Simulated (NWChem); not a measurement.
**Correlation energy of H3OSi**

SMILES: [O][SiH3]
```xyz
5

O     -1.1796    -0.2168     0.0000
Si     0.4699     0.0980     0.0000
H      0.9144     0.8281     1.2237
H      0.9144     0.8281    -1.2237
H      1.0298    -1.2931     0.0000
```
Charge 0, spin multiplicity 2.

The numbers come from NWChem runs, not from measurements. All single points use one geometry, from UPBE0/def2-SVP, a minimum by its harmonic frequencies.

Basis set: def2-TZVP. Each correlation energy counts from its own Hartree-Fock reference.

```json
[
 {"method": "CCSD[T] on ROHF", "correlation energy (mHa)": "-356.8"},
 {"method": "UMP2", "correlation energy (mHa)": "-304.9"},
 {"method": "CCSD(T) on ROHF", "correlation energy (mHa)": "-356.1"},
 {"method": "SCS-UMP2", "correlation energy (mHa)": "-312.4"},
 {"method": "CCSD on ROHF", "correlation energy (mHa)": "-346.0"}
]
```

The values span 51.9 mHa, from CCSD[T] on ROHF (lowest) to UMP2 (highest). 

The correlated methods keep 6 core orbitals frozen. The structure started from a generated list of species. The unpaired electrons of the parent sit in orbitals of symmetry a' (Cs labels of the run); other states weren't searched. No SCF solution was tested for a lower state. Open-shell Hartree-Fock references start from PBE0 orbitals. No row is a measurement; the coupled-cluster row has its own basis-set and correlation limits.
